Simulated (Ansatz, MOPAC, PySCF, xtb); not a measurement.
Complex: C2H2 (SMILES C#C) (first 4 atoms) with CH3I (SMILES CI); geometry from B3LYP-D3(BJ)/def2-TZVP, rigid monomers moved along the line of their centres of mass till C1···H8 is 2.55 Å.
(charge 0, multiplicity 1):
```xyz
9

C     -0.3668    -0.0942     0.7666
C     -0.2625    -1.0548     0.0594
H     -0.4479     0.7505     1.4092
H     -0.1760    -1.9023    -0.5758
C      1.4936    -0.9375     3.5352
I      0.7815     1.0293     4.0652
H      1.1325    -1.6230     4.2929
H      1.0889    -1.1704     2.5567
H      2.5763    -0.8925     3.5218
```

Counterpoise-corrected where a basis set is named; no monomer relaxation. Rows marked so take none.

Correlated levels freeze the cores. Filled d and f shells under p-block atoms count as core. CBS: X⁻³ extrapolation of the correlation energy, Hartree–Fock from the larger set. Rows in 3-21G carry no dispersion term and start afresh at each structure; the Pople sets are all-electron and without relativity. The state that PM6, PM7 reach isn't checked; PM7 holds dispersion and hydrogen-bond terms.

Codes used: Ansatz (a quantum-chemistry and plane-wave program); MOPAC for PM6, PM7 (differences of heats of formation); PySCF for 3-21G rows, the dispersion terms; xtb for the GFN methods. Each number belongs to the level named beside it. In def2 rows elements past Kr take small-core potentials, without spin–orbit coupling.

```
level                                                 interaction energy (kcal/mol)
----------------------------------------------------  -----------------------------
PM6                                                                           -0.93
PM7                                                                           -0.45
GFN2-xTB                                                                      -1.53
HF/3-21G (no counterpoise)                                                     0.22
PBE/def2-TZVPPD                                                               -0.72
r2SCAN-D4/def2-TZVPPD                                                         -1.54
wB97X-V/def2-TZVPPD                                                           -1.55
MP2/def2-SVPD                                                                 -0.72
MP2/CBS(def2-SVPD, def2-TZVPPD) + ΔCCSD(T)/def2-SVPD                     (withheld)
```

Question: Fill in the missing entries.

Answer: 
- MP2/CBS(def2-SVPD, def2-TZVPPD) + ΔCCSD(T)/def2-SVPD, interaction energy (kcal/mol): -1.31
